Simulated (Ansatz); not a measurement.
Cartesian coordinates in Å:
```
C -0.057 0.307 1.443
C -0.807 0.471 0.122
Zn 0.078 -0.311 -1.428
S 1.051 -1.179 -3.175
H 0.931 0.773 1.414
H -0.603 0.766 2.273
H 0.092 -0.745 1.702
H -1.803 0.022 0.192
H -0.968 1.532 -0.094
H 2.087 -1.637 -2.450
```

Charge 0, multiplicity 1.

Problem. List the ωB97M-V/def2-TZVPP orbital energies in eV (Ansatz 0.2.0). (An estimate is asked.)

Solution. Ansatz gave: Occupied: -9465.46, -2426.20, -1156.71, -1017.15, -1017.13, -1017.06, -281.25, -281.17, -220.17, -163.28, -163.19, -163.12, -136.54, -91.93, -91.88, -91.77, -23.71, -22.31, -19.75, -17.29, -17.22, -17.17, -17.17, -17.05, -14.73, -14.15, -13.18, -12.71, -12.05, -11.27, -9.52, -9.29. Lowest empty: 0.95, 1.17, 1.38, 2.69, 3.39, 4.16, 4.28, 4.46.
